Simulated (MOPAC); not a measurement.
A run for MOPAC: PM3 on C5H8 (SMILES C=CC(=C)C), a point of a torsion scan.

```
PM3 1SCF PRECISE CHARGE=0 THREADS=1
C5H8

C      1.11751480 1     1.51496235 1    -0.64450224 1
C      0.33038166 1     1.05711927 1     0.32207891 1
C     -0.32257455 1    -0.24513935 1     0.34761365 1
C     -1.09160924 1    -0.58734536 1     1.38048779 1
C     -0.10393635 1    -1.17367233 1    -0.80918556 1
H      1.34968672 1     0.94160861 1    -1.52550598 1
H      1.56372163 1     2.49340496 1    -0.58781020 1
H      0.13387387 1     1.68141794 1     1.18496429 1
H     -1.25138200 1     0.07641542 1     2.21370127 1
H     -1.58823995 1    -1.54151847 1     1.43034326 1
H     -0.64764837 1    -2.10312592 1    -0.66228241 1
H      0.95555726 1    -1.40213272 1    -0.91547490 1
H     -0.44540355 1    -0.71196477 1    -1.73447136 1
```

Program output:

```
*******************************************************************************
 **                                                                           **
 **                              MOPAC v23.2.5                                **
 **                                                                           **
 *******************************************************************************
 ** MOPAC's Digital Object Identifier: https://doi.org/10.5281/zenodo.6511958 **
 **                                                                           **
 ** Please cite the open-source release paper for use of this MOPAC version:  **
 ** J. E. Moussa and J. J. P. Stewart (2026)                                  **
 ** MOPAC: An open-source semiempirical molecular orbital program             **
 ** J. Open Source Softw., 11(119), 8025, https://doi.org/10.21105/joss.08025 **
 *******************************************************************************

                              PM3 CALCULATION RESULTS

 *******************************************************************************
 *  PM3        - The PM3 Hamiltonian to be used
 *
 *
 *
 *                 CHARGE ON SYSTEM = 0
 *
 *
 *
 *  PRECISE    - TIGHTER CRITERIA TO BE USED
 *  1SCF       - DO 1 SCF AND THEN STOP
 *  THREADS=1  - MULTI-THREADING NOT USED
 *  T=         - A TIME OF 172800.0 SECONDS REQUESTED
 *  DUMP=N     - RESTART FILE WRITTEN EVERY 7200.0 SECONDS REQUESTED
 *******************************************************************************
PM3 1SCF PRECISE CHARGE=0 THREADS=1
 C5H8

   ATOM   CHEMICAL          X               Y               Z
  NUMBER   SYMBOL      (ANGSTROMS)     (ANGSTROMS)     (ANGSTROMS)

     1       C          1.11751480  *   1.51496235  *  -0.64450224  *
     2       C          0.33038166  *   1.05711927  *   0.32207891  *
     3       C         -0.32257455  *  -0.24513935  *   0.34761365  *
     4       C         -1.09160924  *  -0.58734536  *   1.38048779  *
     5       C         -0.10393635  *  -1.17367233  *  -0.80918556  *
     6       H          1.34968672  *   0.94160861  *  -1.52550598  *
     7       H          1.56372163  *   2.49340496  *  -0.58781020  *
     8       H          0.13387387  *   1.68141794  *   1.18496429  *
     9       H         -1.25138200  *   0.07641542  *   2.21370127  *
    10       H         -1.58823995  *  -1.54151847  *   1.43034326  *
    11       H         -0.64764837  *  -2.10312592  *  -0.66228241  *
    12       H          0.95555726  *  -1.40213272  *  -0.91547490  *
    13       H         -0.44540355  *  -0.71196477  *  -1.73447136  *



          CARTESIAN COORDINATES

    NO.       ATOM           X           Y           Z

     1         C          1.1175      1.5150     -0.6445
     2         C          0.3304      1.0571      0.3221
     3         C         -0.3226     -0.2451      0.3476
     4         C         -1.0916     -0.5873      1.3805
     5         C         -0.1039     -1.1737     -0.8092
     6         H          1.3497      0.9416     -1.5255
     7         H          1.5637      2.4934     -0.5878
     8         H          0.1339      1.6814      1.1850
     9         H         -1.2514      0.0764      2.2137
    10         H         -1.5882     -1.5415      1.4303
    11         H         -0.6476     -2.1031     -0.6623
    12         H          0.9556     -1.4021     -0.9155
    13         H         -0.4454     -0.7120     -1.7345

  H: (PM3): J. J. P. STEWART, J. COMP. CHEM. 10, 209 (1989).
  C: (PM3): J. J. P. STEWART, J. COMP. CHEM. 10, 209 (1989).

           Empirical Formula: C5 H8  =    13 atoms



      MOLECULAR POINT GROUP   :   Cs


      RHF CALCULATION, NO. OF DOUBLY OCCUPIED LEVELS = 14


 -------------------------------------------------------------------------------
 PM3 1SCF PRECISE CHARGE=0 THREADS=1
 C5H8



     1SCF WAS SPECIFIED, SO BFGS WAS NOT USED
     SCF FIELD WAS ACHIEVED


                              PM3 CALCULATION
                                                       MOPAC v23.2.5 Linux




          FINAL HEAT OF FORMATION =         23.24148 KCAL/MOL =      97.24236 KJ/MOL


          COSMO AREA              =        123.09 SQUARE ANGSTROMS
          COSMO VOLUME            =        111.24 CUBIC ANGSTROMS

          IONIZATION POTENTIAL    =          9.382480 EV
          HOMO LUMO ENERGIES (EV) =         -9.382  0.274
          NO. OF FILLED LEVELS    =         14
          MOLECULAR WEIGHT        =         68.1182         POINT GROUP:  Cs

          MOLECULAR DIMENSIONS (Angstroms)

            Atom       Atom       Distance
            H    10    H     7     5.50349
            H     9    H    13     3.88414
            H    12    H    13     1.71741


          SCF CALCULATIONS        =          1





   ATOM   CHEMICAL          X               Y               Z
  NUMBER   SYMBOL      (ANGSTROMS)     (ANGSTROMS)     (ANGSTROMS)

     1       C          1.11751480  *   1.51496235  *  -0.64450224  *
     2       C          0.33038166  *   1.05711927  *   0.32207891  *
     3       C         -0.32257455  *  -0.24513935  *   0.34761365  *
     4       C         -1.09160924  *  -0.58734536  *   1.38048779  *
     5       C         -0.10393635  *  -1.17367233  *  -0.80918556  *
     6       H          1.34968672  *   0.94160861  *  -1.52550598  *
     7       H          1.56372163  *   2.49340496  *  -0.58781020  *
     8       H          0.13387387  *   1.68141794  *   1.18496429  *
     9       H         -1.25138200  *   0.07641542  *   2.21370127  *
    10       H         -1.58823995  *  -1.54151847  *   1.43034326  *
    11       H         -0.64764837  *  -2.10312592  *  -0.66228241  *
    12       H          0.95555726  *  -1.40213272  *  -0.91547490  *
    13       H         -0.44540355  *  -0.71196477  *  -1.73447136  *

                             CARTESIAN COORDINATES

   1    C        1.117514800     1.514962350    -0.644502240
   2    C        0.330381660     1.057119270     0.322078910
   3    C       -0.322574550    -0.245139350     0.347613650
   4    C       -1.091609240    -0.587345360     1.380487790
   5    C       -0.103936350    -1.173672330    -0.809185560
   6    H        1.349686720     0.941608610    -1.525505980
   7    H        1.563721630     2.493404960    -0.587810200
   8    H        0.133873870     1.681417940     1.184964290
   9    H       -1.251382000     0.076415420     2.213701270
  10    H       -1.588239950    -1.541518470     1.430343260
  11    H       -0.647648370    -2.103125920    -0.662282410
  12    H        0.955557260    -1.402132720    -0.915474900
  13    H       -0.445403550    -0.711964770    -1.734471360


           Empirical Formula: C5 H8  =    13 atoms



      MOLECULAR POINT GROUP   :   Cs


                  EIGENVALUES
 -37.83719 -30.39819 -27.30587 -21.64434 -18.17402 -16.65608 -16.20601 -14.47094
 -14.15672 -13.30276 -12.92191 -12.02767 -11.45318  -9.38248   0.27369   2.09741
   3.25881   3.62184   3.84485   3.94693   4.18639   4.36078   4.49032   4.55168
   5.11104   5.35810   6.01998   6.05043


              NET ATOMIC CHARGES AND DIPOLE CONTRIBUTIONS

  ATOM NO.   TYPE          CHARGE      No. of ELECS.   s-Pop       p-Pop
    1          C          -0.152046        4.1520     1.18002     2.97203
    2          C          -0.101014        4.1010     1.17737     2.92364
    3          C          -0.088066        4.0881     1.18546     2.90260
    4          C          -0.153695        4.1537     1.18131     2.97238
    5          C          -0.068376        4.0684     1.12379     2.94459
    6          H           0.084037        0.9160     0.91596
    7          H           0.080469        0.9195     0.91953
    8          H           0.092733        0.9073     0.90727
    9          H           0.083283        0.9167     0.91672
   10          H           0.084018        0.9160     0.91598
   11          H           0.043221        0.9568     0.95678
   12          H           0.047714        0.9523     0.95229
   13          H           0.047723        0.9523     0.95228
 DIPOLE           X         Y         Z       TOTAL
 POINT-CHG.     0.050    -0.116    -0.183     0.223
 HYBRID         0.003     0.035     0.026     0.044
 SUM            0.052    -0.081    -0.158     0.185


          ATOMIC ORBITAL ELECTRON POPULATIONS

     Atom    s        px        py        pz
    1  C   1.18002   0.98611   1.00129   0.98463
    2  C   1.17737   0.98144   0.95306   0.98914
    3  C   1.18546   0.98156   0.95088   0.97016
    4  C   1.18131   0.99049   1.00770   0.97419
    5  C   1.12379   1.00824   0.97347   0.96288
    6  H   0.91596
    7  H   0.91953
    8  H   0.90727
    9  H   0.91672
   10  H   0.91598
   11  H   0.95678
   12  H   0.95229
   13  H   0.95228

 **********************
 *                    *
 * JOB ENDED NORMALLY *
 *                    *
 **********************




 == MOPAC DONE ==
```

The run finished.

Cost: roughly 0.020 core-seconds.
